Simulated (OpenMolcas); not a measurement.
An atom or ion with 21 electrons was computed by XMS-CASPT2, IPEA 0.25 Eh, imaginary shift 0.1 Eh with spin-orbit coupling (OpenMolcas, ANO-RCC-VTZP, DKH2). The lowest levels that the run gave, each within 12 % of the measured value where one is at hand:

| J | Parity | E (cm-1) | g |
| --- | --- | --- | --- |
| 3/2 | even | 0.0 | 0.399 |
| 5/2 | even | 154 | 1.029 |
| 7/2 | even | 366 | 1.239 |
| 9/2 | even | 632 | 1.334 |
| 1/2 | even | 11910 | 2.664 |
| 3/2 | even | 11980 | 1.732 |
| 5/2 | even | 12160 | 1.601 |
| 7/2 | even | 12450 | 0.889 |
| 9/2 | even | 12680 | 1.111 |
| 1/2 | even | 15900 | 0.672 |
| 3/2 | even | 15930 | 1.248 |
| 3/2 | even | 16880 | 0.889 |

Problem. Which ion is it, and what are the configurations and terms?

Solution. V2+ (Z = 23, charge +2; active space 3 electrons in 5 orbitals (3d)). J, parity and g give the terms where levels are pure, and mixed ones are named by the computed weights; the size of the splittings, set against known spectra of the 21-electron sequence, gives the charge. In order, with the measured energies in cm-1 (Sugar and Corliss, J. Phys. Chem. Ref. Data 7, 1191 (1978)): 3d3 4F 3/2, 3d3 4F 5/2 (146), 3d3 4F 7/2 (342), 3d3 4F 9/2 (584), 3d3 4P 1/2 (11514), 3d3 4P 3/2 (11592), 3d3 4P 5/2 (11770), 3d3 2G 7/2 (11966), 3d3 2G 9/2 (12187), 3d3 2P 1/2 (15580), 3d3 2P 3/2 (15550), 3d3 2D 3/2(1) (16330).

CASPT2 breaks the degeneracy within a term, and the mean is taken; among the terms shown or strongly mixed into the levels shown the widest spread is 1600 cm-1 (3d3 4F). The CASPT2 spread within a term exceeds the gap to the next term for 3d3 4P and 3d3 2G, so the order of their levels is uncertain. Measured partners are found by configuration, term and J. A level has none where our copy of the source lacks it or the pairing is in doubt (some pairs that miss far off the trend of their configuration count as doubtful), and it then counts in no deviation. Levels of configurations outside the active space are missing.

A number in round brackets counts repeated terms of one configuration in the order of the reference energies.
